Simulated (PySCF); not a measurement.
Calculated properties of `O=C(O)C/C=C(\Cl)[SiH2][SiH3]`

Compound: C4H9ClO2Si2.
Cartesian coordinates in Å at the GFN2-xTB level; atoms count from 1:
```
atom  x, y, z in Å
O1    -1.932   -1.861    0.802
C2    -2.588   -0.882    0.577
O3    -3.909   -0.934    0.357
C4    -2.078    0.539    0.498
C5    -0.603    0.609    0.729
C6     0.324    0.953   -0.152
Cl7   -0.131    1.412   -1.771
Si8    2.201    0.944    0.102
Si9    3.109   -0.811   -1.105
H10   -4.225   -1.850    0.403
H11   -2.619    1.121    1.250
H12   -2.340    0.934   -0.485
H13   -0.266    0.315    1.713
H14    2.393    0.885    1.557
H15    2.646    2.278   -0.324
H16    2.922   -0.648   -2.549
H17    2.532   -2.104   -0.734
H18    4.556   -0.892   -0.879
```

Among its groups: carboxylic acid, C=C double bond, C–Cl bond, Si–H bond and C–Si bond.

GFN2-xTB geometry:

```yaml
Point_group_of_the_GFN2-xTB_geometry: C1
Rotational_constants_A_B_C_of_the_GFN2-xTB_geometry: 1.511, 0.462, 0.415 GHz
```

From PBE0/pcSseg-1 ground state and GIAO shieldings, non-relativistic (PySCF):

```yaml
Dipole_moment: 1.52 D
HOMO_energy: -7.49 eV
LUMO_energy: -0.66 eV
HOMO–LUMO_gap: 6.83 eV
Lowest_Hirshfeld_atomic_charge: -0.27 e on O1
Highest_Hirshfeld_atomic_charge: +0.24 e on Si8
13C_chemical_shifts_computed_TMS_as_zero_by_class: 175.8 (C2), 144.9 (C6), 142.8 (C5), 35.0 (C4) ppm
1H_chemical_shifts_computed_TMS_as_zero_by_class: 6.49 (H13), 6.14 (H10), 4.43 (H14/H15), 3.58 (H11/H12), 3.58 (H16/H17/H18) ppm
Isotropic_shieldings_of_nuclei_other_than_C_and_H_by_class: -109 (O1), 126 (O3), 415 (Si8), 466 (Si9), 729 (Cl7) ppm
Mayer_bond_orders_between_heavy_atoms: O1–C2 2.00, C2–O3 1.14, C2–C4 0.95, C4–C5 1.04, C5–C6 1.87, C6–Cl7 1.03, C6–Si8 0.79, Si8–Si9 0.91
```

Monoisotopic mass (most abundant isotopes): 179.9830 u.

The rotational constants make it an asymmetric top with κ = (2B − A − C)/(A − C) = -0.91, nearer the prolate limit (−1). With B = h/(8π²I), that is 505.379 GHz u Å² over I, the principal moments of inertia are 334.4, 1094.2 and 1218.2 u Å² (most abundant isotopes). The dipole matches unit charges of opposite sign 0.32 Å apart (1 e·Å = 4.8032 D).

One conformer (not necessarily the lowest) at the GFN2-xTB geometry, without solvent or vibrations. NMR classes are plain means over equivalent atoms (diastereotopic ones count apart unless rotation or inversion swaps them), as if these changed places fast; in this geometry the members of some classes differ.

For the NMR shielding job (PBE0/pcSseg-1), time: 63 s wall (grids of density and orbitals included); peak memory 1.1 GiB. Hardware: an Arm Neoverse V1 with one thread, no GPU, on a shared host.
